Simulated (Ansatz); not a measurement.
Calculated with Ansatz (gas phase, PBE0-D4/def2-TZVP geometries, no zero-point term in ΔE). CCSD(T)/CBS adds triple-zeta CCSD(T) − MP2 to the extrapolated MP2 energy (def2 sets, frozen cores). Functionals use def2-TZVPP. B3LYP here is the variant with VWN-RPA as its local correlation; programs differ in this. def2 core potentials past Kr. For In outer-core shells are correlated without core-valence functions, which leaves a few kJ/mol of doubt a bond. One conformer a species, not always the lowest.

`[NH2][In]([NH2])[SH]` + `CO[Si](O)(Cl)Cl` → `[NH2][In]([NH2])[OH]` + `CO[Si](S)(Cl)Cl`  (redistribution)

`[NH2][In]([NH2])[SH]`:

Z-matrix (Å, degrees):
```
N
In 1 2.022
H 1 1.011 2 116.0
H 1 1.010 2 116.2 3 -129.4
N 2 2.019 1 120.8 3 -25.4
S 2 2.384 1 120.5 3 154.7
H 5 1.010 2 116.3 1 -156.4
H 5 1.010 2 116.4 1 -26.3
H 6 1.343 2 93.5 1 -1.8
```

`CO[Si](O)(Cl)Cl`:

Z-matrix (Å, degrees):
```
C
O 1 1.414
H 1 1.090 2 107.7
H 1 1.094 2 111.0 3 119.4
H 1 1.094 2 110.8 3 -119.2
Si 2 1.613 1 126.2 3 -177.9
Cl 6 2.044 2 108.9 1 56.2
O 6 1.615 2 109.9 1 178.5
Cl 6 2.028 2 111.5 1 -63.2
H 8 0.959 6 117.9 2 -58.8
```

`[NH2][In]([NH2])[OH]`:

Z-matrix (Å, degrees):
```
N
In 1 2.022
H 1 1.010 2 116.2
H 1 1.010 2 115.5 3 128.6
N 2 2.014 1 126.9 3 31.6
O 2 1.990 1 118.4 3 -160.6
H 5 1.010 2 116.8 1 -39.6
H 5 1.011 2 114.4 1 -168.2
H 6 0.959 2 113.4 1 -0.4
```

`CO[Si](S)(Cl)Cl`:

Z-matrix (Å, degrees):
```
C
O 1 1.417
H 1 1.090 2 107.5
H 1 1.093 2 110.6 3 119.2
H 1 1.094 2 111.2 3 -119.4
Si 2 1.614 1 125.6 3 175.2
Cl 6 2.028 2 106.4 1 172.7
S 6 2.116 2 108.7 1 -65.5
Cl 6 2.046 2 111.4 1 55.3
H 8 1.344 6 93.7 2 161.1
```

```
             level  ΔE (kJ/mol)  difference from CCSD(T)/CBS
           PBE0-D4        117.7                          1.4
          B3LYP-D4        118.2                          1.9
           ωB97M-V        121.0                          4.7
            r2SCAN        119.6                          3.3
              PBE0        119.5                          3.2
             B3LYP        121.6                          5.3
   CCSD/def2-TZVPP        125.8                          9.5
CCSD(T)/def2-TZVPP        121.4                          5.1
     HF/def2-QZVPP        145.2                         28.9
      HF/CBS(def2)        145.2                         28.9
       CCSD(T)/CBS        116.3                            0
```

Largest T1 diagnostic among the species: 0.015.

From PBE to PBE0 (25 % exact exchange), in def2-TZVPP and without D4, ΔE moves by +11.2 kJ/mol. The D4 term adds −3.5 kJ/mol with B3LYP and −1.8 kJ/mol with PBE0; it sums over pairs of atoms, weighted by their polarisabilities, and B3LYP, whose exchange is more repulsive, gets the larger term.
